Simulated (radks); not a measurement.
Values are calculated unless marked as measured or tabulated.
Valence configurations of Se (all share [Ar]). Level of theory: scalar-relativistic Kohn-Sham, PBE, spin-polarised, spherical densities, point nucleus; open shells are filled with parallel spins first (a radial shooting solver on a logarithmic mesh with Libxc functionals). Energies are relative to 3d10 4s2 4p4; eigenvalues in eV for spin up.

valence	E (eV)	moment (Bohr magnetons)	e(3d)	e(4p)	e(4s)
3d10 4s2 4p4	0.000	2	-53.082	-7.117	-17.906
3d10 4s1.5 4p4.5	5.386	2	-53.936	-7.462	-18.412
3d10 4s1 4p5	10.792	2	-54.781	-7.805	-18.911
3d10 4p6	22.716	0	-56.237	-7.706	-
3d9.5 4s2 4p4.5	24.756	2	-59.187	-7.658	-18.960
3d9 4s2 4p5	51.793	2	-65.412	-8.182	-19.973
3d8 4s2 4p6	112.92	2	-78.232	-9.200	-21.908

NIST lists [Ar] 3d10 4s2 4p4 as the ground configuration; this level of theory agrees among the configurations tried. The energies are those of spherical high-spin densities, not of single terms.
